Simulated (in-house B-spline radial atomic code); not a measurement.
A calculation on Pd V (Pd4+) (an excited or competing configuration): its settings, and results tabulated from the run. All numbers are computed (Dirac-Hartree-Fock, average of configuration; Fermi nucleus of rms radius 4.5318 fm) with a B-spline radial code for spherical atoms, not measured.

Command:
```bash
python run_scf.py task.json out
```
Settings (nuclear radius in fm, mass in u):
```
Z                46
configuration    [Kr] 4d5 6g1
hamiltonian      dirac
method           hf
spin_polarised   False
nucleus          fermi
rms_radius       4.5318
atomic_mass      105.90348
speed_of_light   137.035999084
```

Output (hartree, bohr):
```
 radial grid: 74 intervals, B-splines of order 8, outer radius 40.8511 bohr

 iter        energy (Eh)    residual
    1       -5026.901400    6.47e-01
    2       -5036.589017    2.65e-01
    3       -5038.343409    8.72e-02
    4       -5038.510236    2.89e-02
    5       -5038.526678    9.25e-03
    6       -5038.529202    1.19e-03
    7       -5038.529223    5.67e-05
    8       -5038.529223    7.62e-06
    9       -5038.529223    8.08e-07
   10       -5038.529223    5.48e-08

 total energy                     -5038.52922
 kinetic                            5263.9445
 electron-nucleus                 -12104.4596
 electron-electron                  1801.9858

 first-order corrections (not in the total)
   Gaunt                             3.6909
   retardation                      -0.3720
   frequency dependence             -0.0275
   self-energy                       2.4886
   Uehling                          -0.3041
   Wichmann-Kroll                    0.0054
   recoil                            0.0181

 orbital      occ     eigenvalue          <r>       <r^2>       <1/r>     <1/r^3>       r_max    small
 1s1/2      2.000      -902.9332    0.0318447  0.00137051     48.2403           -     0.02066  2.84e-02
 2s1/2      2.000      -137.3141      0.13773   0.0224299     11.1124           -      0.1167  5.94e-03
 2p1/2      2.000      -127.1640     0.117226   0.0168809     11.0548           -     0.09061  5.92e-03
 2p3/2      4.000      -121.2760      0.12215   0.0182018     10.4223     3242.98     0.09474  5.69e-03
 3s1/2      2.000       -28.3818     0.376658    0.162359     3.88639           -      0.3407  1.67e-03
 3p1/2      2.000       -24.3289      0.36941    0.158603     3.78221           -      0.3281  1.60e-03
 3p3/2      4.000       -23.2674     0.379734    0.167393      3.6322     580.585      0.3375  1.55e-03
 3d3/2      4.000       -16.1510     0.354396    0.149659     3.44797     87.5781       0.281  1.42e-03
 3d5/2      6.000       -15.9424     0.357791    0.152391     3.40867     82.7559      0.2838  1.40e-03
 4s1/2      2.000        -6.5233     0.930182    0.975021     1.47063           -      0.8458  4.08e-04
 4p1/2      2.000        -5.1272     0.987935     1.10812     1.36521           -      0.8836  3.62e-04
 4p3/2      4.000        -4.9430      1.01205     1.16239     1.32373     94.2415      0.9054  3.48e-04
 4d3/2      2.000        -2.9038      1.19804     1.66135     1.09058     10.4536        1.02  2.51e-04
 4d5/2      3.000        -2.8795      1.20796     1.68845     1.08005     9.83436       1.029  2.47e-04
 6g7/2      0.444        -0.3482      8.75249     86.3113    0.140236  0.00681344       9.313  9.43e-06
 6g9/2      0.556        -0.3482      8.75213     86.3052    0.140246  0.00681593       9.313  9.43e-06
```

Run time, properties included: 2.1 s on 1 thread of Intel(R) Xeon(R) Platinum 8259CL CPU @ 2.50GHz, on a shared host.

For the Dirac Hamiltonian the kinetic term is c α·p + (β - 1)c².
